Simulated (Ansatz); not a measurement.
Stepwise reaction of `[F][Sn]([F])([F])[F]` with methanol, as a gas-phase model of exchange steps in deposition or etching. ΔE in kJ/mol; ΔG adds harmonic PBE0-D4 terms to CCSD(T)/CBS, at 1 bar.

Isolated molecules relaxed with PBE0-D4/def2-TZVP in Ansatz; ΔE leaves out vibrations. CCSD(T)/CBS adds triple-zeta CCSD(T) − MP2 to the extrapolated MP2 energy (def2 sets, frozen cores). This one scheme is used for every species. Functionals use def2-TZVPP. B3LYP here is the variant with VWN-RPA as its local correlation; programs differ in this. def2 core potentials past Kr. For Sn outer-core shells are correlated without core-valence functions, which leaves a few kJ/mol of doubt a bond. Each species was taken in one conformer, which may not be the lowest.

```
step                                                        reaction  PBE-D4  B3LYP-D4  ωB97M-V  CCSD(T)/CBS  ΔG(400 K)
   1  `[F][Sn]([F])([F])[F]` + CH₃OH → `C[O][Sn]([F])([F])[F]` + H–F    17.3      16.3     19.7         10.7        2.0
```

Give the row of step 2, `C[O][Sn]([F])([F])[F]` + CH₃OH → `C[O][Sn]([F])([F])[O]C` + H–F. (An estimate is asked.)

Computed: 
| step | reaction | PBE-D4 | B3LYP-D4 | ωB97M-V | CCSD(T)/CBS | ΔG(400 K) |
| --- | --- | --- | --- | --- | --- | --- |
| 2 | `C[O][Sn]([F])([F])[F]` + CH₃OH → `C[O][Sn]([F])([F])[O]C` + H–F | 26.5 | 26.0 | 28.1 | 18.9 | 22.5 |

By hand: ΔE of the 2 steps together at CCSD(T)/CBS.

(10.7) + (18.9) = 29.6 kJ/mol, or 14.8 kJ/mol a step.

In ΔE each step is higher than the one before. All are uphill at CCSD(T)/CBS. ΔG lies between 2.0 and 22.5 kJ/mol a step. PBE-D4 differs from CCSD(T)/CBS by 6.6 to 7.6 kJ/mol a step. Isolated molecules leave out the surface, adducts and barriers. Largest T1 diagnostic: 0.015.
